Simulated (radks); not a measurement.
Valence configurations of the oxygen ion O+ (all share [He]). All-electron calculation, scalar-relativistic Kohn-Sham, PBE, spin-polarised, spherical densities, finite nucleus; open shells are filled with parallel spins first; Fermi nuclear charge, rms radius 2.6991 fm. Program: a radial shooting solver on a logarithmic mesh with Libxc functionals. Energies are relative to 2s2 2p3; eigenvalues in eV for spin up.

| valence | E (eV) | moment (Bohr magnetons) | e(2p) | e(2s) |
|---|---|---|---|---|
| 2s2 2p3 | 0.000 | 3 | -26.362 | -41.573 |
| 2s1.5 2p3.5 | 7.523 | 3 | -26.515 | -41.797 |
| 2s1 2p4 | 15.012 | 3 | -26.667 | -42.020 |
| 2s0.5 2p4.5 | 25.158 | 2 | -26.201 | -41.528 |
| 2p5 | 34.279 | 1 | -25.551 | - |

NIST lists [He] 2s2 2p3 as the ground configuration; this level of theory agrees among the configurations tried. The energies are those of spherical high-spin densities, not of single terms.
